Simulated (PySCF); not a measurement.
**Question.** What does the GFN2-xTB structure of `C=CC(=C)[C@@H](F)CF` look like in three dimensions?

**Answer.** 
```xyz
16
C6H8F2 angstrom
C      0.1272   -1.5646   -1.4324
C     -0.8560   -0.7965   -0.9760
C     -0.7198    0.4014   -0.1581
C     -1.7860    1.0854    0.2541
C      0.6772    0.8400    0.2147
F      0.6710    2.1538    0.6364
C      1.2641   -0.0321    1.3308
F      2.6053   -0.2398    1.1351
H     -0.0844   -2.4309   -2.0353
H      1.1683   -1.3760   -1.2341
H     -1.8800   -1.0503   -1.2174
H     -2.7833    0.7797   -0.0110
H     -1.6923    1.9752    0.8512
H      1.3408    0.8123   -0.6589
H      1.1498    0.4689    2.2965
H      0.7904   -1.0174    1.3521
```

Orientation and origin are arbitrary. Atoms count from 1 in this order. The 5 C–C bonds span 1.329 Å (C1=C2, drawn double) to 1.533 Å (C5–C7, drawn single), a spread of 0.204 Å. Of the pairs four or more bonds apart, F6···H13 is among the closest relative to their van der Waals radii: 2.38 Å, 89 % of the sum of Bondi's values.

Bonds between heavy atoms (Å): C1=C2 1.329, C2–C3 1.457, C3=C4 1.332, C3–C5 1.511, C5–F6 1.380, C5–C7 1.533, C7–F8 1.371.

Structure optimised with GFN2-xTB, isolated species.

Point group: C1 (no symmetry element, even within 0.4 Å). No GFN2-xTB frequencies stand behind this structure, so it isn't proved a minimum. The numbers are those of one conformer (C1–C2–C3–C4 -179°, C2–C3–C5–F6 163°, C3–C5–C7–F8 143°).

These are computed values.
